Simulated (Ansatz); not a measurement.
Single points on the cluster Si₆Te₆.

```yaml
crystal:
  periodic: [false, false, false]
  atoms:
    - {symbol: Si, position_ang: [-1.199278, -0.991962, 0.823092]}
    - {symbol: Si, position_ang: [-0.260994, 2.195281, 1.746993]}
    - {symbol: Si, position_ang: [0.227141, -2.749202, -1.767637]}
    - {symbol: Si, position_ang: [0.580411, 0.512240, -1.772146]}
    - {symbol: Si, position_ang: [2.081444, 1.609117, 0.961343]}
    - {symbol: Si, position_ang: [-1.860336, 0.379963, 2.767083]}
    - {symbol: Te, position_ang: [-1.574528, 1.231414, -0.531253]}
    - {symbol: Te, position_ang: [0.586112, 0.282128, 3.436705]}
    - {symbol: Te, position_ang: [-0.036564, -0.863696, -3.713075]}
    - {symbol: Te, position_ang: [-2.072847, -2.921898, -0.556680]}
    - {symbol: Te, position_ang: [1.408826, -1.097476, 0.234766]}
    - {symbol: Te, position_ang: [2.120594, 2.414093, -1.629199]}
basis:
  gaussian: {orbitals: def2-SVP, initial_orbitals: start.molden}
hamiltonian: {xc: pbe, dispersion: d4}
scf: {omitted_lower_state_checks: [starts]}
output: {forces: true, orbitals: {seedname: orbitals}}
```

The file start.molden holds the orbitals of an earlier run on this structure, at another level or in another basis.

```sh
$ ansatz run in.yaml --threads 4 --pin off --events-out ev --progress --plain --max-ram 6963MiB
```

It prints (some lines left out):

```
Functional definition: PBE
3096 factors; their error is unknown
mean field evaluation 1: about -90991.2976 eV, gradient 9.9e0 eV
mean field evaluation 2: about -90991.5592 eV, gradient 3.4e-1 eV
mean field evaluation 4: about -90991.3887 eV, gradient 5.0e-3 eV
mean field -90991.38871014 eV, -3343.8718589193 hartree, gradient 2.0e-5 eV, S^2 0.000000; 0 other end points of the search recorded, 0 dependent functions left out
reference -90991.38875640 eV, -3343.8718606191 hartree; 114, 114 occupied and 150, 150 virtual orbitals, 3096 factors
Total energy: -90993.35370689 eV, -3343.9440712179 hartree
Atom 0 at    -1.199278    -0.991962     0.823092 Å, force     0.000635    -0.012475     0.006845 eV/Å
Atom 1 at    -0.260994     2.195281     1.746993 Å, force    -0.012420     0.004898     0.011761 eV/Å
Atom 2 at     0.227141    -2.749202    -1.767637 Å, force     0.005134    -0.001496     0.002099 eV/Å
Atom 3 at     0.580411     0.512240    -1.772146 Å, force    -0.018864     0.027988    -0.016050 eV/Å
Atom 4 at     2.081444     1.609117     0.961343 Å, force     0.009875     0.011382     0.006289 eV/Å
Atom 5 at    -1.860336     0.379963     2.767083 Å, force     0.014498    -0.021180     0.006554 eV/Å
Atom 6 at    -1.574528     1.231414    -0.531253 Å, force     0.003940     0.002899    -0.014789 eV/Å
Atom 7 at     0.586112     0.282128     3.436705 Å, force     0.001068     0.016797    -0.010690 eV/Å
Atom 8 at    -0.036564    -0.863696    -3.713075 Å, force     0.014058     0.000938    -0.006285 eV/Å
Atom 9 at    -2.072847    -2.921898    -0.556680 Å, force    -0.015814     0.006683     0.003383 eV/Å
Atom 10 at     1.408826    -1.097476     0.234766 Å, force    -0.004989    -0.020457     0.012631 eV/Å
Atom 11 at     2.120594     2.414093    -1.629199 Å, force     0.002880    -0.015978    -0.001748 eV/Å
Dipole moment:    -0.110823    -0.113512    -0.054466 e Å
Checks for a lower state left out: starts
```

It took 15 s on 4 threads of Arm Neoverse V2 on a shared host, peak host memory 0.75 GiB.

First input, but with `hamiltonian: {xc: pbe0, dispersion: d4}`, `output: {orbitals: {seedname: orbitals}}` (abridged; 31 s):

```
Functional definition: PBE0
mean field -90997.66798763 eV, -3344.1026181107 hartree, gradient 2.7e-5 eV, S^2 0.000000
Total energy: -90999.42429907 eV, -3344.1671613656 hartree
Checks for a lower state left out: starts
```

As the first input, with `hamiltonian: {xc: r2scan, dispersion: d4}`, `output: {orbitals: {seedname: orbitals}}` (abridged; 29 s):

```
Functional definition: r2SCAN
mean field -91028.60667491 eV, -3345.2395938972 hartree, gradient 2.0e-5 eV, S^2 0.000000
Total energy: -91029.04420924 eV, -3345.2556729872 hartree
Checks for a lower state left out: starts
```

Geometry: PBE-D4/def2-SVP.

In the def2 sets Te takes a core potential; there is no spin–orbit coupling. Another isomer (singlet) lies 0.75 eV lower at PBE0-D4/def2-SVP; other spin states weren't run for this one.
